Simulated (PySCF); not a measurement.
In(F)2(SiH3) (F2H3InSi), SMILES [F][In]([F])[SiH3].

Coordinates come from a r2SCAN-D4/def2-SVP optimisation. The def2 effective core potentials stand for the cores of In; spin–orbit coupling is left out.

Computed with HF/def2-TZVP run with PySCF.

The molecule is in vacuum.

Computed frontier levels, gap, dipole moment and polarisability:
```
Property                                                                                                        Result
---------------------------------------------------------------------------------------------  -----------------------
highest occupied level                                                                                       -11.60 eV
lowest empty level                                                                                             0.48 eV
orbital gap                                                                                                   12.08 eV
dipole moment                                                                                                   5.16 D
quadrupole, principal values (traceless, Buckingham form, about the centre of nuclear charge)  -9.52, -3.59, 13.11 D·Å
mean static polarisability                                                                        55.1 bohr³ (8.16 Å³)
polarisability, principal values                                                                46.2, 50.9, 68.1 bohr³
```
